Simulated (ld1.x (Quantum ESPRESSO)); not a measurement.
## bismuth: one change to a TM potential, before and after

- Element: Bi
- Generator: ld1.x (Quantum ESPRESSO) 7.5
- Type: norm-conserving Troullier–Martins (Kleinman–Bylander form)
- Functional: PBE
- Relativity: non-relativistic
- Frozen core: [Xe] 4f14
- Valence charge: 15
- Reference configuration: 5d10 6s2 6p1.5 (charge +1.5)
- Partial waves: 6s (bound): rc 2.00 bohr; 5d (bound): rc 1.15 bohr; 6p (bound): rc 2.35 bohr
- Local potential: the p channel
- Core correction: Bessel-smoothed model core inside 0.95 bohr

Change: all radii but the core radius scaled by about 0.85 (s 1.70, p 2.00, d 0.98 bohr).

Cutoffs: the cutoffs (Ry, on a coarse ladder) from which the occupation-weighted sum of valence levels, in a spherical-Bessel basis at the reference potential, stays within 10 and 1 mRy of its value at 400 Ry; they do not see the model core or the augmentation charge, which bear on the density cutoff. Errors are all-electron minus pseudo energies relative to the spin-unpolarised reference configuration.

Question: How do hardness, ghosts and transferability respond?

Answer: The potential gets harder (100 Ry and 140 Ry → 160 Ry and 300 Ry); a bound ghost appears in s, which as a rule spoils a file; of the 7 tests that both files solve, the error grows in 1 and shrinks in 6 by more than 15 % and 0.3 meV (median size 3.4 → 3.4 meV). A smaller radius makes the pseudo-wave follow the all-electron one further in, where it bends more sharply, so more plane waves are needed.

| quantity | base | changed |
| --- | --- | --- |
| cutoff, loose | 100 Ry | 160 Ry |
| cutoff, tight | 140 Ry | 300 Ry |
| loose cutoff by channel (10 mRy a level) | s 18 Ry, d 50 Ry, p 10 Ry | s 25 Ry, d 60 Ry, p 21 Ry |
| bound ghosts | none | s |
| error for 5d10 6s2 6p3, meV [ΔE -14.68 eV] | +4.5 | +3.4 |
| error for 5d10 6s2 6p2, meV [ΔE -6.65 eV] | +0.6 | +0.2 |
| error for 5d10 6s2 6p1, meV [ΔE 8.54 eV] | +0.7 | -0.3 |
| error for 5d10 6s2 6p3.3, meV [ΔE -15.83 eV] | +6.0 | +5.0 |
| error for 5d9 6s2 6p4, meV [ΔE 13.41 eV] | -434 | -368 |
| error for 5d10 6s2 6p2.5, meV [ΔE -11.51 eV] | +2.3 | +1.3 |
| error for 5d10 6s2 6p0, meV [ΔE 31.58 eV] | +3.4 | -12 |

 A true bound ghost makes a file unfit for plane-wave use even where its test errors are small: the radial tests pick states by their node count and pass the ghost by.
